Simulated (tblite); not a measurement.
Compound: C₃H₁₀FSi₃ (doublet state).
Cartesian coordinates in Å at the GFN2-xTB level; atoms count from 1:
```
atom  x, y, z in Å
F1    -0.4884   -2.7913   -0.4752
C2    -0.1043   -1.5718    0.1066
Si3    1.2640   -0.8005   -0.9906
C4     1.7229    0.8671   -0.1974
Si5    0.2338    2.0234    0.0742
C6    -1.1159    1.1474    1.0938
Si7   -1.6822   -0.5134    0.3572
H8     0.3135   -1.8548    1.0795
H9     0.7179   -0.6004   -2.3367
H10    2.4110   -1.7146   -1.0442
H11    2.2225    0.6811    0.7538
H12    2.4560    1.3668   -0.8280
H13   -0.3016    2.5223   -1.2006
H14   -0.7602    0.9819    2.1110
H15   -1.9802    1.8033    1.1815
H16   -2.3172   -0.3059   -0.9483
H17   -2.5987   -1.2285    1.2533
```

Calculated harmonic vibrations of the isolated species, GFN2-xTB (tblite), most abundant isotopes, no scaling. The method is semi-empirical: single wavenumbers can be off by several per cent or more. Modes of hydrogen on silicon can be 10 to 20 % off. One conformer, not necessarily the lowest. Open shells enter through the occupations alone, without spin polarisation, and single modes of such species can be off by tens of per cent.

Harmonic wavenumbers (cm⁻¹): 65.8, 99.6, 150.5, 178.9, 184.2, 244.5, 255.7, 322.5, 440.3, 449.1, 489.6, 511.8, 523.5, 565.6, 608.2, 608.9, 655.0, 680.4, 702.6, 728.8, 731.2, 777.7, 785.4, 795.9, 807.2, 824.8, 977.1, 1011.6, 1025.0, 1068.5, 1124.3, 1132.0, 1260.9, 1457.8, 1462.0, 2183.1, 2220.0, 2229.3, 2241.6, 2249.3, 2893.2, 2972.4, 2975.8, 2998.5, 2999.9.

A = 1880, B = 1275, C = 817.2 MHz; mass 149.007 u (most abundant isotopes); point group Cs, symmetry number 1; spin multiplicity 2.

What is the zero-point energy?

Half the sum of the wavenumbers: 24835 cm⁻¹ = 71.01 kcal/mol.

What is S at 298.15 K and 1 bar for an ideal gas of classical rigid rotors and harmonic oscillators?

Translation 40.93, rotation 29.49, vibration 27.82, spin (R ln 2) 1.38: S = 99.6 cal/(mol K).

And Cp and H(298.15 K) − H(0)?

Cp = 41.96 cal/(mol K), of which vibrations give 34.01 (their classical limit is 45 R = 89.4); H(298.15 K) − H(0) = 7.13 kcal/mol without the zero-point energy, 4.76 from vibrations.

Which modes carry the vibrational entropy at 298.15 K?

65.8 cm⁻¹: 4.28; 99.6 cm⁻¹: 3.46; 150.5 cm⁻¹: 2.67; 178.9 cm⁻¹: 2.34; 184.2 cm⁻¹: 2.29; 244.5 cm⁻¹: 1.77 cal/(mol K); the other 39 give 11.02 together.

Blend soft modes into free rotors: weight 1/[1 + (100 cm⁻¹/ν̃)⁴] for the oscillator and the rest for a rotor with moment μB/(μ + B), μ = h/(8π²ν), B = 10⁻⁴⁴ kg m². What vibrational entropy results?

26.65 cal/(mol K) in place of 27.82, which changes −T·S at 298.15 K by +0.35 kcal/mol.

What must be added to the electronic energy to get the Gibbs energy at 298.15 K and 1 bar?

ZPE + [H(298.15 K) − H(0)] − T·S = 71.01 + 7.13 − 29.70 = 48.44 kcal/mol.

How do the functions run with temperature in this model?

| T (K) | S (cal/(mol K)) | Cp (cal/(mol K)) | H − H(0) (kcal/mol) | G − H(0) (kcal/mol) | ln q(vib) |
| --- | --- | --- | --- | --- | --- |
| 50 | 59.4 | 11.7 | 0.46 | -2.51 | 0.25 |
| 100 | 69.4 | 17.7 | 1.20 | -5.74 | 1.11 |
| 373.15 | 109.9 | 49.3 | 10.56 | -30.43 | 8.02 |
| 500 | 125.7 | 58.7 | 17.45 | -45.39 | 11.49 |
| 750 | 152.0 | 70.7 | 33.75 | -80.22 | 18.00 |
| 1000 | 173.4 | 78.2 | 52.43 | -120.97 | 23.90 |

q(vib) and H(0) count from the zero-point level.

Hindered rotation and anharmonicity are outside this model. Other conformers, if any are populated, would add a mixing term that is left out.
